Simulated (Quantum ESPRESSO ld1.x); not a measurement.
Task: The mean radii <r> (bohr) of the occupied orbitals of an atom or ion are listed with their occupations. Calculated with ld1.x of Quantum ESPRESSO 7.5: scalar-relativistic Kohn-Sham, PBEsol, spin-unpolarised, spherical densities, point nucleus.

orbital  occ.      <r>
1s          2  0.01804
2s          2  0.07628
2p          6  0.06842
3s          2   0.1973
3p          6   0.1976
3d         10   0.1791
4s          2   0.4220
4p          6   0.4416
4d         10   0.4532
4f          1   0.4432
5s          2   0.8214
5p          6   0.8778
5d          1   0.9537
6s          2    1.424

Name the element and its charge.

Result: Z = 75, rhenium, charge +17: Re17+ in [Xe] 4f1 5d1 6s2. The 1s radius gives Z: for a bare nucleus <r> = (2 gamma + 1)/(2Z) with gamma = sqrt(1 - (Z/c)^2), 0.01783 bohr for Z = 75, and screening makes it slightly larger (0.01804 here). The occupations add up to 58, and the charge is Z minus that.
